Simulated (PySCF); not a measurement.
# Dipole response of Ir (iridium, neutral)

[Xe] 4f14 5d7 6s2, high-spin 4F determinant. All numbers are calculated (PySCF 2.14, scalar relativity through the core potential, in aug-cc-pV5Z-PP with ECP60MDF (8s8p7d5f4g3h2i, 197 functions)). Coupled (time-dependent) response in atomic units; α is the mean over directions.

```tsv
method	mean α (bohr³)	C₆ (like pair)	S(−4)
r2SCANh	51.50	583.8	939.5
```

S(−4) is the Cauchy moment in α(ω) = α(0) + S(−4) ω² + …

Reference α: 54 ± 7 bohr³ (recommended; Schwerdtfeger and Nagle, table of static dipole polarizabilities (2023 update)). Published C₆: 522.0 (Gould and Bucko (2016)).

Spin-orbit coupling is absent.

α(iu) at r2SCANh:

```csv
u (hartree),α(iu) (bohr³)
0,51.50
0.0500,49.30
0.100,44.07
0.200,32.44
0.300,23.91
0.500,14.64
0.750,9.420
1.00,6.737
1.50,4.045
2.00,2.725
3.00,1.481
5.00,0.6289
```

A single London oscillator, α(iu) = α/(1 + u²/ω²), gives C₆ = (3/4) ω α². Matching the computed C₆ needs ω = 4 × 583.8 / (3 × 51.50²) = 0.293 hartree.

Energies and moments cover only the electrons outside the core potential. Spin-orbit coupling, absent here, splits the open shell strongly.
